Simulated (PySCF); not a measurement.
Molecule: `C1=C[C@@H](C(=O)[O-])CC1`, [C₆H₇O₂]-.

Cartesian coordinates in Å; atom numbers follow the order of the lines, from 1:
```xyz
15

O     3.0199    0.0002    0.2544
C     2.0384   -0.0908   -0.4835
O     1.9157   -0.6021   -1.5958
C     0.6952    0.6106    0.1231
C     0.2195   -0.1784    1.2749
C    -0.9779   -0.7173    1.0765
C    -1.5499   -0.3293   -0.2562
C    -0.4837    0.6065   -0.8582
H     1.0236    1.6145    0.4089
H     0.8404   -0.3219    2.1450
H    -1.5094   -1.3766    1.7476
H    -2.5243    0.1653   -0.1485
H    -1.7045   -1.2133   -0.8828
H    -0.1253    0.2271   -1.8179
H    -0.8823    1.6133   -1.0094
```

Total charge -1.

Frames of a GFN2-xTB Langevin trajectory at 200 K; GIAO PBE0/pcSseg-1 shieldings in PySCF 2.14, gas phase, non-relativistic; equivalent atoms averaged within each frame.

Chemical shifts δ = σref − σ; H2O for $^{17}$O (σref 336.08); $^{13}$C (σref 186.93) and $^{1}$H (σref 31.72) vs TMS, all at this level. The references are static minima.

Q: How do the shifts (ppm) fluctuate along the trajectory?

A: 
```
         time (fs)     O1     O3     C2     C5     C6    C4    C7    C8   H10   H11
               250  322.0  307.6  168.6  151.9  117.6  66.6  38.5  29.9  6.58  4.75
               425  329.8  319.9  169.6  155.3  129.2  68.2  38.3  32.2  6.82  5.17
               625  361.7  334.5  173.5  149.0  131.2  71.5  35.7  34.3  6.26  5.40
               800  333.0  330.7  174.0  149.3  115.9  63.1  36.5  25.5  7.11  4.30
              1000  337.3  320.4  170.8  154.8  122.5  63.5  41.8  30.0  6.24  4.64
    mean of frames  336.7  322.6  171.3  152.1  123.3  66.6  38.2  30.4  6.60  4.85
standard deviation   15.0   10.5    2.4    3.0    6.8   3.5   2.4   3.3  0.37  0.43
```

5 frames give an uncertainty of the mean of about the standard deviation over 2.2 at best, since frames this close in time may not be independent; classical motion lacks zero-point vibration, and the reference would need the same averaging.
